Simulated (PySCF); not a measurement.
Zr(Cl)4 anion (Cl4Zr), SMILES [Cl][Zr]([Cl])([Cl])[Cl] (connectivity only; charge and spin as stated), charge -1, multiplicity 2.

Geometry: PBE0-D3(BJ)/def2-SVPD. A frequency run showed that this geometry is not a minimum. The spin state was assumed, not searched. The isomer is the one that the SMILES or the coordinates give; other isomers of the formula were not compared. The def2 effective core potentials stand for the cores of Zr; spin–orbit coupling is left out.

Computed with PBE0-D3(BJ)/def2-SVPD run with PySCF.

Frequencies are harmonic and unscaled.

Modes within 1.5 cm⁻¹ of each other (mostly degenerate sets) share a row, with their intensities summed.

```json
[
 {"mode": "1", "ν (cm⁻¹)": "93i", "IR (km/mol)": "0.0", "moving atoms (share of kinetic energy)": "Cl 100 %"},
 {"mode": "2–3", "ν (cm⁻¹)": "77", "IR (km/mol)": "22.3", "moving atoms (share of kinetic energy)": "Cl 73 %, Zr 27 %"},
 {"mode": "4", "ν (cm⁻¹)": "85", "IR (km/mol)": "0.0", "moving atoms (share of kinetic energy)": "Cl 100 %"},
 {"mode": "5", "ν (cm⁻¹)": "98", "IR (km/mol)": "2.7", "moving atoms (share of kinetic energy)": "Cl 81 %, Zr 19 %"},
 {"mode": "6", "ν (cm⁻¹)": "305", "IR (km/mol)": "0.0", "moving atoms (share of kinetic energy)": "Cl 100 %"},
 {"mode": "7–8", "ν (cm⁻¹)": "325", "IR (km/mol)": "251.3", "moving atoms (share of kinetic energy)": "Cl 66 %, Zr 34 %"},
 {"mode": "9", "ν (cm⁻¹)": "354", "IR (km/mol)": "116.2", "moving atoms (share of kinetic energy)": "Cl 58 %, Zr 42 %"}
]
```
